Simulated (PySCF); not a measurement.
# Manganese: a sound run and one with changed settings

Sound run: Mn [Ar] 3d5 4s2, Mn⁺ [Ar] 3d5 4s1. All numbers are calculated (PySCF 2.14, scalar relativity by spin-free X2C-1e, in x2c-TZVPall). The sound run starts from symmetry-adapted Hartree-Fock orbitals and uses a fine grid where one is needed.

A second run was set up differently.

| species | method | sound run (hartree) | changed run (hartree) | converged |
| --- | --- | --- | --- | --- |
| Mn | UHF | -1157.37440 | -1157.37440 | yes |
| Mn | MN15 | -1159.11021 | -1158.02058 | yes |
| Mn | LDA | -1156.10385 | -1156.20544 | yes |
| Mn⁺ | UHF | -1157.15293 | -1157.15293 | yes |
| Mn⁺ | MN15 | -1158.83522 | -1157.72942 | yes |
| Mn⁺ | LDA | -1155.82452 | -1155.93733 | yes |

Ionisation energy of Mn:

```csv
method,sound run (eV),changed run (eV)
UHF,6.027,6.027
MN15,7.483,7.923
LDA,7.601,7.296
```

What was changed?
A. basis contracted for another Hamiltonian
B. level shift left on
C. radial grid too coarse
D. all electrons correlated in a valence basis

C. It used radial step 0.8 in ln r (0.13 in the sound run). A coarse radial grid mis-integrates the density and the exchange-correlation energy, with errors of either sign; Hartree-Fock needs no grid.
